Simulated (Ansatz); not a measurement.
**Question.** Name a neutral molecule of B, F, O, P and H with HOMO–LUMO gap (PBE0/def2-TZVPP) between 7.05 and 7.35 eV and LUMO energy (PBE0/def2-TZVPP) between -0.80 and -0.50 eV (Ansatz, PBE0-D4/def2-TZVP geometry).

**Answer.** `FB(F)OP` (7.12 eV, -0.70 eV). Other molecules can fit too; these were computed, each in one conformer that needn't be the lowest.
